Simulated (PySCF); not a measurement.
## C(3+) (carbon, charge +3) across methods

[He] 2s1, 2S determinant. Calculation: PySCF 2.14, in an uncontracted even-tempered set (20 s from 0.12 bohr⁻², ratio 2.2; 9 p from 0.23 bohr⁻², ratio 2.4; 6 d from 0.7 bohr⁻², ratio 2.4; 6 f from 1.1 bohr⁻², ratio 2.4; 5 g from 1.6 bohr⁻², ratio 2.4); the spin-free X2C one-electron Hamiltonian (Gaussian nucleus).

```json
{"method": "LDA", "E (hartree)": "-34.4192", "mean ε 1s α (eV)": "-329.43", "mean ε 1s β (eV)": "-328.33", "mean ε 2s α (eV)": "-57.282", "Σ⟨r²⟩ (bohr²)": "2.103", "⟨S²⟩": "0.750"}
{"method": "PBE0", "E (hartree)": "-34.7577", "mean ε 1s α (eV)": "-341.32", "mean ε 1s β (eV)": "-339.92", "mean ε 2s α (eV)": "-59.495", "Σ⟨r²⟩ (bohr²)": "2.090", "⟨S²⟩": "0.750"}
{"method": "PBE", "E (hartree)": "-34.7451", "mean ε 1s α (eV)": "-332.14", "mean ε 1s β (eV)": "-331.05", "mean ε 2s α (eV)": "-57.712", "Σ⟨r²⟩ (bohr²)": "2.089", "⟨S²⟩": "0.750"}
{"method": "UHF", "E (hartree)": "-34.74079", "mean ε 1s α (eV)": "-368.12", "mean ε 1s β (eV)": "-365.75", "mean ε 2s α (eV)": "-64.389", "Σ⟨r²⟩ (bohr²)": "2.102", "⟨S²⟩": "0.750"}
{"method": "r2SCAN", "E (hartree)": "-34.7886", "mean ε 1s α (eV)": "-335.86", "mean ε 1s β (eV)": "-334.97", "mean ε 2s α (eV)": "-58.074", "Σ⟨r²⟩ (bohr²)": "2.091", "⟨S²⟩": "0.750"}
{"method": "TPSSh", "E (hartree)": "-34.8074", "mean ε 1s α (eV)": "-338.12", "mean ε 1s β (eV)": "-336.96", "mean ε 2s α (eV)": "-58.591", "Σ⟨r²⟩ (bohr²)": "2.083", "⟨S²⟩": "0.750"}
```

(1) Estimate the same row for B97-3.

Results:

(1) E (hartree) = -34.7974; mean ε 1s α (eV) = -342.18; mean ε 1s β (eV) = -341.01; mean ε 2s α (eV) = -59.570; Σ⟨r²⟩ (bohr²) = 2.078; ⟨S²⟩ = 0.750.
